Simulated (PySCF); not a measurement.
# Relaxation of triplet OsSI₂

Computed with PySCF, UPBE0, basis Os def2-SVP with ECP60, S def2-SVP, I def2-SVP with ECP28 (scalar-relativistic core potentials, no spin–orbit coupling, density fitting). A (50,194) grid was used.

A start at the PBE minimum, of C2v symmetry, held to at least that symmetry:

Coordinates in bohr (charge 0 multiplicity 3):
```
Os    0.0000    0.0000    0.7844
S     0.0000    0.0000    4.7303
I     4.3792    0.0000   -1.1891
I    -4.3792    0.0000   -1.1891
```

At each step, columns x, y, z (Å) and Fx, Fy, Fz (eV/Å):

```
step 0  E − E(last) = 1.19 kJ/mol
Os   0.000   0.000   0.415   0.000   0.000   0.641
S    0.000   0.000   2.503   0.000   0.000  -0.785
I    2.317   0.000  -0.629  -0.182   0.000   0.072
I   -2.317   0.000  -0.629   0.182   0.000   0.072
step 1  E − E(last) = 0.04 kJ/mol
Os   0.000   0.000   0.424   0.000   0.000  -0.163
S    0.000   0.000   2.484   0.000   0.000   0.100
I    2.307   0.000  -0.624  -0.060   0.000   0.032
I   -2.307   0.000  -0.624   0.060   0.000   0.032
step 2  E − E(last) = 0.00 kJ/mol
Os   0.000   0.000   0.422   0.000   0.000  -0.024
S    0.000   0.000   2.485   0.000   0.000   0.006
I    2.305   0.000  -0.623  -0.019   0.000   0.009
I   -2.305   0.000  -0.623   0.019   0.000   0.009
step 3  E − E(last) = 0.00 kJ/mol
Os   0.000   0.000   0.421   0.000   0.000   0.001
S    0.000   0.000   2.485   0.000   0.000   0.001
I    2.304   0.000  -0.623   0.000   0.000  -0.001
I   -2.304   0.000  -0.623   0.000   0.000  -0.001
```

It ends at C2v with Os–I 2.530 Å (×2), Os–S 2.063 Å; I–Os–I 131.5°, I–Os–S 114.3° (×2) (after a last refinement on a finer grid). A frequency run shows a minimum. Other isomers or separated fragments may lie lower.

Other spin states or occupations of the open shell can lie lower. With an element this heavy the missing spin–orbit coupling can shift these numbers.

The relaxation took 35 s on 4 threads of a shared AMD EPYC (Zen 3) host, with 102 basis functions and 4 gradients; the process peaked at 0.68 GiB. Launch command: `OMP_NUM_THREADS=4 python axn.py task.json out`.
